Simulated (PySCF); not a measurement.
# Spin states of TlBr

Unrestricted PBE0; basis Tl cc-pVDZ-PP with ECP60, Br cc-pVDZ-PP with ECP10; scalar-relativistic core potentials; PySCF 2.14. Outer shells of the fragments: Tl 5d10 6s2 6p1; Br 3d10 4s2 4p5.

Followed along the bond (rough minima from three points):

```csv
2Ms+1,unpaired,⟨S²⟩ at the start,R at minimum (Å),Te (eV)
1,none,0.00,2.68,0.00
3,"σ ↑, π ↑",2.01,2.79,3.82
```

Solutions found at the starting distance of 2.545 Å, counted from the lowest of them; the search is not exhaustive and high or unbound solutions are not listed, so other states can lie among these:

```json
{"2Ms+1": "1", "unpaired": "none", "term": "¹Σ⁺", "E (eV)": "0.00", "⟨S²⟩": "0.00", "⟨Lz²⟩": "0.00", "μ (D)": "-3.80"}
{"2Ms+1": "3", "unpaired": "σ ↑, π ↑", "term": "³Π", "E (eV)": "3.85", "⟨S²⟩": "2.01", "⟨Lz²⟩": "1.00", "μ (D)": "-1.03"}
{"2Ms+1": "1", "unpaired": "σ ↓, π ↑", "term": "mixed", "E (eV)": "4.11", "⟨S²⟩": "1.01", "⟨Lz²⟩": "1.00", "μ (D)": "-0.66"}
{"2Ms+1": "3", "unpaired": "π ↑↑", "term": "mixed", "E (eV)": "4.93", "⟨S²⟩": "2.00", "⟨Lz²⟩": "2.01", "μ (D)": "2.74"}
{"2Ms+1": "3", "unpaired": "π ↑↑", "term": "mixed", "E (eV)": "5.07", "⟨S²⟩": "2.00", "⟨Lz²⟩": "2.01", "μ (D)": "2.76"}
{"2Ms+1": "3", "unpaired": "σ ↑↑", "term": "³Σ⁺", "E (eV)": "5.51", "⟨S²⟩": "2.00", "⟨Lz²⟩": "0.00", "μ (D)": "0.01"}
{"2Ms+1": "3", "unpaired": "σ ↑, π ↑", "term": "³Π", "E (eV)": "6.55", "⟨S²⟩": "2.00", "⟨Lz²⟩": "1.01", "μ (D)": "3.22"}
```

A term symbol is given only where ⟨S²⟩ and ⟨Lz²⟩ are close to those of a pure state; real π, δ and φ orbitals otherwise mix terms. A positive dipole means Tl(−)Br(+).

The measured ground state is X ¹Σ+ (Huber and Herzberg, Constants of Diatomic Molecules (1979)).

These are scalar-relativistic numbers at best; spin–orbit coupling would shift them, the dissociation energy most. Counting both spins, an empty level lies below a filled one in some of these solutions, because spin and occupation are held.
